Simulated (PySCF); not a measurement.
Level of theory: PBE-D3(BJ)/def2-TZVP // B3LYP-D3(BJ)/def2-TZVP (PySCF). Isolated molecules, 0 K electronic values unless said otherwise. 

Reference species (SMILES): `F[C]([GeH3])F` (neutral, multiplicity 2).

```yaml
highest_occupied_spin_orbital: -4.71 eV
dipole_moment: 1.50 D
```

Changed species: `I[C](F)F` (radical fragment; the reference has radical fragment).

Question: Predict the effect on the highest occupied spin orbital and dipole moment.

Answer: the highest occupied spin orbital falls by 0.86 eV, to -5.57 eV; the dipole moment drops by 1.14 D, to 0.36 D.
